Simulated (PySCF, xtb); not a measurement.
C3H5BN2O, SMILES OB(/C=N\C#N)C. Atoms are numbered in the order given.

```xyz
12

C     -1.5889    -0.6967     0.0000
B     -0.1144    -1.2028     0.0000
O      0.1387    -2.5308     0.0000
C      1.1658    -0.2352     0.0000
N      1.2158     1.0471     0.0000
C      0.1513     1.8410     0.0000
N     -0.6827     2.6548     0.0000
H     -1.7894    -0.0542     0.8738
H     -2.3023    -1.5325     0.0000
H     -1.7894    -0.0542    -0.8738
H      1.0746    -2.7616     0.0000
H      2.1681    -0.7049     0.0000
```
Charge 0, spin multiplicity 1.

Geometry optimised at PBE0-D3(BJ)/def2-SVP. The structure was generated by enumeration; whether it is a known compound was not checked. The values are those of a single conformer.

Computed with C-PCM-M06-2X/def2-SVP run with PySCF.

The values are the electrostatic part of the solvation free energy, E(continuum) − E(gas) at the gas-phase geometry, in a cavity of scaled van der Waals radii (PySCF's table); cavitation and dispersion terms are not included. In vacuum the orbital gap is 7.18 eV. The dipole moment in vacuum is 4.75 D.

Computed values in water (ε = 78.36), dichloromethane (ε = 8.93), chloroform (ε = 4.71):
```tsv
solvent	ε	ΔG(elec) (kcal/mol)	dipole (D)	gap (eV)
water	78.36	-10.5	6.52	7.40
dichloromethane	8.93	-9.2	6.29	7.37
chloroform	4.71	-8.0	6.07	7.35
```

For comparison, GFN2-xTB/ALPB(water) (xtb, at the GFN2-xTB geometry, all terms of that model) gives -12.5 kcal/mol.
